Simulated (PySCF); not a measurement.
# Computed structure and properties of [Tb4O4]4+

System: [Tb4O4]4+ (singlet in the valence; each metal's 4f electrons, 8 of them, lie in its core potential, out of spins and levels); start: template (Td). Method: PySCF 2.14.0, RKS BP86, Tb lcecp-1-SVP with ECP54, O def2-SVP; non-relativistic Hamiltonian with scalar-relativistic core potentials where named; density fitting; no spin-orbit coupling.

Input of the relaxation:

```python
mol = gto.M(atom='''
Tb     1.13160     1.13160     1.13160
Tb     1.13160    -1.13160    -1.13160
Tb    -1.13160     1.13160    -1.13160
Tb    -1.13160    -1.13160     1.13160
O      1.18820     1.18820    -1.18820
O      1.18820    -1.18820     1.18820
O     -1.18820     1.18820     1.18820
O     -1.18820    -1.18820    -1.18820''',
    basis={'Tb': 'lcecp-1-SVP', 'O': 'def2-SVP'},
    ecp={'Tb': 'lcecp-1-SVP'},
    charge=4, spin=0)
mf = dft.RKS(mol, xc='B88,P86')
mf.grids.atom_grid = (50, 194)  # f atoms: unpruned, at least (60, 302)
mf = mf.density_fit()  # fitting sets: Tb AutoAux, O def2-universal-JKFIT
mf.conv_tol = 1e-08; mf.max_cycle = 55
mf.kernel(dm0)  # dm0: converged density of the start geometry
# quasi-Newton relaxation in Cartesian coordinates to a largest gradient under 0.00045 Eh/bohr, steps kept in the point group
```

Run from Python with OMP_NUM_THREADS=4; the lines above give its settings. Where DIIS fails, smearing, a level shift and second-order steps follow.
It took 91 s on 4 threads of AMD EPYC 9R45 96-Core Processor (Zen 5), on a shared host, from the converged density of the start.

Course of the relaxation:

```tsv
step	energy above end (eV)	largest force component within the symmetry (eV/Å)
0	5.1434	2.806
1	2.7060	2.166
2	0.4136	0.957
3	0.0021	0.065
4	0.0006	0.055
5	0.0002	0.030
6	0.0000	0.003
```

Relaxed geometry (Td):

```xyz
8

Tb    1.2126    1.2126    1.2126
Tb    1.2126   -1.2126   -1.2126
Tb   -1.2126    1.2126   -1.2126
Tb   -1.2126   -1.2126    1.2126
O     0.9647    0.9647   -0.9647
O     0.9647   -0.9647    0.9647
O    -0.9647    0.9647    0.9647
O    -0.9647   -0.9647   -0.9647
```

```json
{"contact": "O5–Tb1", "Å": "2.205"}
{"contact": "O5–Tb2", "Å": "2.205"}
{"contact": "O5–Tb3", "Å": "2.205"}
{"contact": "O6–Tb1", "Å": "2.205"}
{"contact": "O6–Tb2", "Å": "2.205"}
{"contact": "O6–Tb4", "Å": "2.205"}
{"contact": "O7–Tb1", "Å": "2.205"}
{"contact": "O7–Tb3", "Å": "2.205"}
{"contact": "O7–Tb4", "Å": "2.205"}
{"contact": "O8–Tb2", "Å": "2.205"}
{"contact": "O8–Tb3", "Å": "2.205"}
```

On the finer grid (75, 302):

```
HOMO                                                          : -22.99 eV
LUMO                                                          : -18.18 eV
Dipole about the centre of mass                               : 0.00 D
Set of Mulliken populations of Tb1 outside the core potential : s 2.28, p 6.07, d 0.96, f 0.05
D3(BJ) dispersion energy (not in the energies)                : -0.837 eV
```

```json
{"atom": "Tb1", "Mulliken (e)": "1.63", "Löwdin (e)": "1.33", "spin (e)": "0.00"}
{"atom": "Tb2", "Mulliken (e)": "1.63", "Löwdin (e)": "1.33", "spin (e)": "0.00"}
{"atom": "Tb3", "Mulliken (e)": "1.63", "Löwdin (e)": "1.33", "spin (e)": "0.00"}
{"atom": "Tb4", "Mulliken (e)": "1.63", "Löwdin (e)": "1.33", "spin (e)": "0.00"}
{"atom": "O5", "Mulliken (e)": "-0.63", "Löwdin (e)": "-0.33", "spin (e)": "0.00"}
{"atom": "O6", "Mulliken (e)": "-0.63", "Löwdin (e)": "-0.33", "spin (e)": "0.00"}
{"atom": "O7", "Mulliken (e)": "-0.63", "Löwdin (e)": "-0.33", "spin (e)": "0.00"}
{"atom": "O8", "Mulliken (e)": "-0.63", "Löwdin (e)": "-0.33", "spin (e)": "0.00"}
```

The 4f levels lie in the core potential and are missing. Their spin isn't counted.

On the grid (50, 194), as all that follows. Harmonic modes: a minimum; lowest 120 cm⁻¹ (negative: unstable), highest 544 cm⁻¹, zero-point energy 0.383 eV.

One start shape was tried, so this needn't be the lowest isomer.

An lcecp potential fixes the number of 4f electrons, so in runs with it no electron can move into or out of that shell.
